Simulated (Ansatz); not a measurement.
Molecule: C$_{2}$H$_{6}$ClGaO$_{2}$, net charge 0, singlet state. 
Geometry from a B3LYP-D3(BJ)/def2-TZVP (Ansatz, a first-principles code) optimisation:
SMILES: C[O][Ga]([Cl])[O]C
```xyz
12

C      2.7697    -0.6224     0.2531
O      1.4889    -1.1606    -0.0502
Ga    -0.0035    -0.2137    -0.0485
Cl     0.0312     1.8871     0.4293
O     -1.5253    -1.0212    -0.4439
C     -2.7857    -0.3637    -0.4794
H      3.4319    -0.7733    -0.6030
H      3.1852    -1.1523     1.1138
H      2.7413     0.4462     0.4849
H     -2.7245     0.6945    -0.2095
H     -3.2015    -0.4403    -1.4871
H     -3.4654    -0.8599     0.2176
```

Total electronic energies in hartree. Correlated levels leave the core frozen unless marked. No spin-orbit coupling. The frozen core is the preceding noble-gas configuration, with the filled d and f shells of earlier blocks. No relativistic terms. Basis-set limits of correlation are two-point, X^-3; Hartree-Fock from the larger set.

```json
[
 {"level": "BLYP-D3(BJ)/def2-TZVPD", "program": "Ansatz + dftd3", "energy (Eh)": "-2615.54273"},
 {"level": "revPBE-D4/def2-TZVPD", "program": "Ansatz + dftd4", "energy (Eh)": "-2615.24896"},
 {"level": "r2SCAN-D3(BJ)/def2-TZVPD", "program": "Ansatz + dftd3", "energy (Eh)": "-2615.36441"},
 {"level": "PBE0/STO-3G", "program": "Ansatz", "energy (Eh)": "-2584.18515"},
 {"level": "r2SCAN0-D4/def2-TZVPD", "program": "Ansatz + dftd4", "energy (Eh)": "-2615.30312"},
 {"level": "CAM-B3LYP-D4/def2-TZVPD", "program": "Ansatz + dftd4", "energy (Eh)": "-2615.57491"},
 {"level": "wB97M-V/def2-TZVPD", "program": "Ansatz", "energy (Eh)": "-2615.30853"},
 {"level": "B2GP-PLYP-D3(BJ)/def2-TZVPD", "program": "Ansatz + dftd3", "energy (Eh)": "-2614.58099"},
 {"level": "B2GP-PLYP-D4/def2-TZVPD", "program": "Ansatz + dftd4", "energy (Eh)": "-2614.57790"},
 {"level": "RPA@PBE/def2-TZVPP", "program": "Ansatz", "energy (Eh)": "-2613.56814"},
 {"level": "MP2/def2-TZVPPD", "program": "Ansatz", "energy (Eh)": "-2613.00463"},
 {"level": "CCSD/STO-3G", "program": "Ansatz", "energy (Eh)": "-2581.83672"},
 {"level": "CCSD/def2-TZVPPD", "program": "Ansatz", "energy (Eh)": "-2613.04638"},
 {"level": "CCSD(T)/def2-QZVPP", "program": "Ansatz", "energy (Eh)": "-2613.22707"},
 {"level": "CCSD(T)/CBS(def2-TZVPPD,def2-QZVPPD)", "program": "Ansatz", "energy (Eh)": "-2613.2829"}
]
```

Totals of different functionals don't rank their quality; only differences between species are comparable.
